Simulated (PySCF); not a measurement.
trans-(1R,2R)-1-ethenyl-2-methylcyclopropane (C6H10), SMILES C=C[C@H]1C[C@H]1C.

Geometry optimised at B3LYP-D3(BJ)/def2-SVP. One conformer was computed; it need not be the lowest.

These are TDDFT-PBE/def2-SVPD run with PySCF values and carry that method's errors.

Vertical excitations. The molecule is in vacuum.

```csv
state,energy (eV),λ (nm),f,main pairs
S1,5.92,209,0.161,"HOMO→LUMO 74 %, HOMO−2→LUMO 16 %"
S2,6.09,204,0.001,HOMO−1→LUMO 97 %
S3,6.16,201,0.010,HOMO→LUMO+1 94 %
S4,6.54,190,0.023,HOMO→LUMO+2 95 %
S5,6.83,182,0.004,HOMO→LUMO+3 98 %
S6,6.89,180,0.004,HOMO→LUMO+4 98 %
S7,7.14,174,0.002,HOMO−1→LUMO+1 98 %
S8,7.26,171,0.039,"HOMO−3→LUMO 41 %, HOMO−2→LUMO 39 %, HOMO→LUMO 8 %"
S9,7.49,165,0.004,HOMO−1→LUMO+2 94 %
S10,7.57,164,0.047,"HOMO→LUMO+5 61 %, HOMO−3→LUMO 22 %"
T1,4.24,292,0,HOMO→LUMO 93 %
T2,5.95,209,0,HOMO−1→LUMO 90 %
T3,6.06,204,0,HOMO→LUMO+1 91 %
T4,6.14,202,0,HOMO−2→LUMO 81 %
```
Triplets are in the Tamm–Dancoff approximation, which puts them higher than full response would, so one can lie above its singlet here.
